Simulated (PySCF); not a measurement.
Compound: CH7B2O2P.
Atom-mapped SMILES: `[BH2:1][O:2][B:3]([PH2:4])[O:5][CH3:6]` (hydrogens: H7, H8 on B1; H9, H10 on P4; H11, H12, H13 on C6)

Computed with PySCF 2.14.0, PBE0-D3(BJ)/def2-SVP geometry optimisation, gas phase.

**Question.** List the bond lengths, angles and torsions at this level.

**Answer.** 
```
                  bond  length (Å)   order
                 B1–O2       1.352  single
                 O2–B3       1.384  single
                 B3–P4       1.938  single
                 B3–O5       1.344  single
                 O5–C6       1.410  single
          B1–H7, B1–H8       1.211  single
         P4–H9, P4–H10       1.425  single
C6–H11, C6–H12, C6–H13       1.100  single
```

Bonds in one row agree within 0.01 Å and their mean is given. Orders are formal, as drawn. A selection of angles:
```
     angle  degrees
  O2–B1–H7    117.7
  O2–B1–H8    120.4
  H7–B1–H8    121.9
  B1–O2–B3    129.6
  O2–B3–P4    122.9
  O2–B3–O5    119.0
  P4–B3–O5    117.9
  B3–P4–H9     96.8
 B3–P4–H10     95.4
 H9–P4–H10     95.6
  B3–O5–C6    124.1
 O5–C6–H11    109.1
 O5–C6–H12    112.0
H11–C6–H12    109.0
H11–C6–H13    108.4
```

Dihedral angles: B1–O2–B3–P4 12° (synperiplanar); O2–B3–O5–C6 0° (synperiplanar). The mirror-image conformer, all signs reversed, is as good.

Of the pairs four or more bonds apart, O2···H12 is among the closest relative to their van der Waals radii: 2.37 Å, 87 % of the sum of Bondi's values. The B–O distances run from 1.344 Å (B3–O5, drawn single) to 1.384 Å (O2–B3, drawn single), a spread of 0.040 Å. B1 (three-coordinate boron) is planar (angles 121.9°, 120.4° and 117.7°, sum 360.0°, 0.00 Å off the plane of its three neighbours). O2 (boron-bound oxygen) is bent (angle 129.6°). B3 (three-coordinate boron) is planar (angles 122.9°, 119.0° and 117.9°, sum 359.9°, 0.03 Å off the plane of its three neighbours). P4 (three-coordinate phosphorus) is pyramidal (angles 96.8°, 95.6° and 95.4°, sum 287.7°, 0.80 Å off the plane of its three neighbours).

Point group: C1 (no symmetry element, even within 0.4 Å). No PBE0-D3(BJ)/def2-SVP frequencies stand behind this structure, so it isn't proved a minimum. The numbers are those of one conformer (H–B1–O2–B3 -176° and 4°, B1–O2–B3–P4 12°, O2–B3–P4–H 52° and 148°, O2–B3–O5–C6 0°).
